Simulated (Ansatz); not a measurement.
Cost and result for the atomization energy of `N=C([SiH3])O[SiH3]` (12 atoms, 11 bonds).

```xyz
12

N    -1.068    0.579   -0.778
C    -0.320   -0.221   -0.143
Si   -0.557   -2.086    0.137
O     0.799    0.264    0.426
Si    1.120    1.916    0.243
H    -1.886    0.124   -1.170
H    -0.644   -2.358    1.592
H     0.592   -2.820   -0.446
H    -1.819   -2.479   -0.540
H     1.316    2.274   -1.179
H     2.396    2.062    0.983
H     0.071    2.744    0.876
```

Total charge 0; spin multiplicity 1. All single points use the PBE0-D4/def2-TZVP geometry. It is one conformer, not always the lowest. Program: Ansatz. All runs use 4 threads of an Arm Neoverse V1 on a shared host. Times are those of one run each, without the atoms' runs, and a repeat can differ threefold. Electronic energies, without spin–orbit coupling; frozen cores. CCSD(T)/CBS adds CCSD(T) − MP2 in def2-TZVPP to the MP2 limit, and its time is that of the two runs behind it. T1 = 0.014. B3LYP takes the VWN-RPA correlation (the form of Gaussian; ORCA's B3LYP/G).

CCSD(T)/CBS is a level of theory with its own doubt, some kJ/mol a heavy atom from the limit and from the frozen cores, so smaller differences don't rank the functionals.

```tsv
level	functions	wall time
PBE-D4/def2-TZVPP (with forces)	275	2.9 s
PBE0-D4/def2-TZVPP	275	3.7 s
r2SCAN-D4/def2-TZVPP (with forces)	275	5.5 s
B3LYP-D4/def2-TZVPP (with forces)	275	6 s
B2PLYP/def2-TZVPP	275	7 s
ωB97X-V/def2-TZVPP	275	9.5 s
ωB97M-V/def2-TZVPP (with forces)	275	14 s
MP2/def2-QZVPP	521	29 s
CCSD(T)/def2-TZVPP	275	3.4 min
CCSD(T)/CBS(def2)	–	3.9 min
```

**Question.** What atomization energy does each give, and how far from CCSD(T)/CBS? (Estimate.)

**Answer.** Ansatz gave: 
```
                             level  atomization (kJ/mol)  difference from CCSD(T)/CBS  per bond
   PBE-D4/def2-TZVPP (with forces)                4209.8                         46.1       4.2
                PBE0-D4/def2-TZVPP                4128.6                        -35.1      -3.2
r2SCAN-D4/def2-TZVPP (with forces)                4155.8                         -7.9      -0.7
 B3LYP-D4/def2-TZVPP (with forces)                4169.7                          6.0       0.5
                 B2PLYP/def2-TZVPP                4114.4                        -49.3      -4.5
                ωB97X-V/def2-TZVPP                4190.9                         27.2       2.5
  ωB97M-V/def2-TZVPP (with forces)                4176.5                         12.8       1.2
                    MP2/def2-QZVPP                4158.8                         -4.9      -0.5
                CCSD(T)/def2-TZVPP                4040.9                       -122.8     -11.2
                 CCSD(T)/CBS(def2)                4163.7                          0.0       0.0
```

From PBE to PBE0 (25 % exact exchange), in def2-TZVPP and without D4, the atomization energy moves by −77.2 kJ/mol: exact exchange takes away binding that semilocal exchange gives to molecules. The D4 term adds +43.2 kJ/mol with B3LYP and +22.7 kJ/mol with PBE0; it sums over pairs of atoms, weighted by their polarisabilities, and B3LYP, whose exchange is more repulsive, gets the larger term. In def2-TZVPP, CCSD(T) changes the Hartree–Fock value by +1087.6 kJ/mol (the triples alone add +64.9 kJ/mol) and MP2 by +1131.7 kJ/mol; breaking electron pairs costs correlation energy, which Hartree–Fock lacks.
